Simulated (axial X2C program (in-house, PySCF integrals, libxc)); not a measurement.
ScI⁻ along the bond: PBE0, two-component

All values were computed with an axial X2C code built on PySCF integrals. Two-component (2c) means X2C with spin–orbit coupling and atomic mean-field two-electron Coulomb and Gaunt terms. Basis: I dyall-acv3z [12s13p9d5f1g], Sc dyall-acv3z [11s12p8d5f2g] (cores contracted in-house); Gaussian nuclei, density fitting, unrestricted open shells. Masses: I 126.904 u, Sc 44.956 u.

State: Ω = 3/2 (⟨Sz⟩ = -0.50, ⟨Lz⟩ = 2.00 at PBE0). Dipoles are positive if Sc is the positive end and refer to the centre of mass.

Results along the bond:

| R (Å) | μ (D) | HOMO (eV) | LUMO (eV) |
| --- | --- | --- | --- |
| 2.603 | -7.982 | 0.17 | 1.66 |
| 2.688 | -7.753 | 0.11 | 1.66 |
| 2.774 | -7.488 | 0.06 | 1.67 |
| 2.860 | -7.194 | 0.00 | 1.67 |
| 2.960 | -6.819 | -0.08 | 1.67 |
| 3.060 | -6.415 | -0.15 | 1.67 |
| 3.189 | -5.865 | -0.25 | 1.67 |

The state is one determinant whose occupation by symmetry is held fixed; it was picked as the lowest of a PBE0 search that is not exhaustive. Density functionals use the spin component along the axis (collinear). PBE0 can misorder states that lie within some tenths of an eV, so this need not be the ground state of the molecule. The nearest other 2c determinant of the search, Ω = 5/2, lies 0.02 eV up at the distance of the search. The functionals have no current-density term, which raises determinants with orbital currents, atoms included. The highest occupied level of some functionals is positive through self-interaction error; at Hartree–Fock it is bound. The determinant is spin-polarised beyond a pure state at some levels (its spin-free form has ⟨S²⟩ too high), which makes Re and μ there less reliable. The LUMO of an anion is an unbound level whose energy the basis sets.
